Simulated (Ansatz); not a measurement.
Two isomers of C3H7FSi: A = `C=C[SiH](C)F`, B = `C/C([SiH3])=C\F`.

Computed with Ansatz on PBE0-D4/def2-TZVP structures; ΔE is electronic, products minus reactants. CCSD(T)/CBS adds triple-zeta CCSD(T) − MP2 to the extrapolated MP2 energy (def2 sets, frozen cores). DFT in def2-TZVPP. B3LYP here is the variant with VWN-RPA as its local correlation; programs differ in this. One conformer a species, not always the lowest.

A:

```xyz
12

C    -2.090   -0.648   -0.451
C    -0.865   -0.307   -0.847
Si    0.236    0.757    0.193
C     1.850   -0.063    0.597
F     0.569    2.112   -0.606
H    -2.503   -0.290    0.489
H    -2.735   -1.293   -1.040
H    -0.507   -0.694   -1.801
H    -0.512    1.138    1.421
H     2.491    0.603    1.179
H     1.680   -0.971    1.181
H     2.386   -0.342   -0.314
```

B:

```xyz
12

C     0.0489    0.9470   -1.1908
C    -0.2517    0.0808   -0.0044
Si    1.0896   -0.9520    0.7656
C    -1.4573    0.0086    0.5418
F    -2.5074    0.7028    0.0796
H    -0.8317    1.4944   -1.5277
H     0.4190    0.3452   -2.0261
H     0.8329    1.6719   -0.9526
H     1.6467   -1.9046   -0.2330
H     2.2059   -0.0852    1.2319
H     0.5358   -1.7100    1.9181
H    -1.7309   -0.5989    1.3974
```

Problem. Which is lower in electronic energy at CCSD(T)/CBS, and by how much? (An estimate is asked.)

Solution. Ansatz gave: A, by 59.3 kcal/mol.

Problem. Give E(B) − E(A) in kcal/mol with B3LYP-D4, r2SCAN-D4, B3LYP, CCSD/def2-TZVPP, HF/def2-TZVPP, PBE0-D4, B2PLYP. (Estimate.)

Solution. Computed: B3LYP-D4 56.2, r2SCAN-D4 56.2, B3LYP 56.5, CCSD/def2-TZVPP 58.5, HF/def2-TZVPP 59.8, PBE0-D4 54.5, B2PLYP 58.0. None reverses the order clearly.

Largest T1 diagnostic: 0.012.

From PBE to PBE0 (25 % exact exchange), in def2-TZVPP and without D4, E(B) − E(A) moves by +2.1 kcal/mol.
